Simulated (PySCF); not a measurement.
## [Ce(NH2)2]+: from a saddle point downhill

PySCF 2.14.0, RKS PBE0, Ce lcecp-1-SVP with ECP47, N def2-SVP, H def2-SVP; non-relativistic Hamiltonian with scalar-relativistic core potentials where named; density fitting; no spin-orbit coupling. Relaxed within the symmetry of its start, the geometry (C2v) is

```xyz
7

Ce    0.0000    0.0000   -0.2503
N     1.7731    0.0000    1.0326
H     2.1724   -0.8115    1.5132
H     2.1724    0.8115    1.5132
N    -1.7731    0.0000    1.0326
H    -2.1724    0.8115    1.5132
H    -2.1724   -0.8115    1.5132
```

and its lowest harmonic modes are -409, -395, 147, 333, 359, 522 cm⁻¹ (negative: unstable). It was moved along the lowest mode and relaxed again, within the group Cs that the move left.

(1) Where does it end, and how much lower?

(2) How do the contacts change?

(3) Is the end a minimum?

An lcecp potential fixes the number of 4f electrons, so in runs with it no electron can move into or out of that shell.

State: singlet in the valence, with the 4f electrons in the core potential.

Results:

(1) In C2v, 0.531 eV lower, after 16 steps:
```xyz
7

Ce    0.0000    0.7643    0.0152
N     1.7361    0.0280    1.0907
H     1.6829   -0.5525    1.9334
H     2.7334    0.1568    0.9021
N    -1.7361    0.0280    1.0907
H    -2.7334    0.1568    0.9021
H    -1.6829   -0.5525    1.9334
```

(2) 
| contact | saddle (Å) | end (Å) |
| --- | --- | --- |
| Ce1–N2 (NH2) | 2.188 | 2.171 |
| Ce1–N5 (NH2) | 2.188 | 2.171 |


(3) Yes; lowest modes 124, 254, 256, 361, 433, 581 cm⁻¹.
